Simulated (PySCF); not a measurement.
Compound: C6H6Si.
Bonds: C1–C2 (triple), C2–C3, C3–C4 (double), C4–C5, C5–C6 (double), C6–Si7, C3–Si7. Hydrogens: H8 on C1; H9 on C4; H10 on C5; H11 on C6; H12, H13 on Si7.

Method: PBE/cc-pVDZ geometry optimisation, gas phase (PySCF); density fitting, grid level 1; the optimiser is geomeTRIC in internal coordinates, started from a GFN2-xTB structure.

Step 0: E = -14182.0441 eV
```
atom  x, y, z in Å  |  force x, y, z in eV/Å
C1      3.1741    0.3413   -0.3299    1.512   0.212  -0.070
C2      1.9828    0.1758   -0.2712   -1.871  -0.242   0.121
C3      0.6025    0.0143   -0.1510    0.774   0.473   0.591
C4     -0.1753   -0.6354   -1.0446   -0.355  -0.218  -0.275
C5     -1.5885   -0.6929   -0.7369    0.112  -0.160  -0.310
C6     -1.9813   -0.0989    0.4002   -0.343   0.515   1.000
Si7    -0.4909    0.6557    1.2698   -0.271  -0.676  -1.088
H8      4.2122    0.4742   -0.3997    1.234   0.165  -0.073
H9      0.2077   -1.0942   -1.9455    0.349  -0.280  -0.583
H10    -2.2591   -1.1997   -1.4175   -0.526  -0.336  -0.428
H11    -3.0107   -0.0869    0.7170   -0.805  -0.010   0.213
H12    -0.5144    2.1165    1.3403    0.006   0.813   0.142
H13    -0.1633    0.0308    2.5513    0.184  -0.255   0.760
```

**Question.** Estimate the geometry and energy of step 1. (The exact step hangs on the optimiser's Hessian estimate; all steps are aligned on step 0, rigid shifts and turns removed.)

**Answer.** E = -14182.2520 eV, largest force 0.221 eV/Å
```
atom  x, y, z in Å  |  force x, y, z in eV/Å
C1      3.2453    0.3479   -0.3381    0.219   0.030  -0.013
C2      2.0295    0.1799   -0.2782   -0.097  -0.010   0.012
C3      0.6373    0.0163   -0.1580   -0.091   0.017   0.056
C4     -0.1828   -0.6381   -1.0482    0.086  -0.052  -0.114
C5     -1.6164   -0.6948   -0.7321   -0.091  -0.050  -0.059
C6     -2.0401   -0.0987    0.4198   -0.004   0.031   0.053
Si7    -0.5101    0.6365    1.2420    0.014   0.003   0.005
H8      4.3143    0.4880   -0.4042   -0.051  -0.004   0.006
H9      0.2071   -1.1064   -1.9675   -0.024   0.008   0.019
H10    -2.3004   -1.2121   -1.4277    0.028   0.011   0.012
H11    -3.0942   -0.0945    0.7298    0.016   0.007   0.009
H12    -0.5237    2.1406    1.3608   -0.004   0.006   0.007
H13    -0.1701    0.0360    2.5838   -0.001   0.004   0.008
```

The energy changes by -0.2079 eV. The first-order estimate −F·Δx gives -0.4218 eV and the mean of the old and new forces, exact on a quadratic surface, -0.2124 eV. The step makes an angle of 56° with the force vector and moves no atom by more than 0.103 Å.

The cost below is that of the whole optimisation. Hardware: one thread, Arm Neoverse V1 (aarch64), no GPU, shared host with 32 logical CPUs at a one-minute load of 12. Cost: 47 s of wall time, 0.56 GiB resident at most.
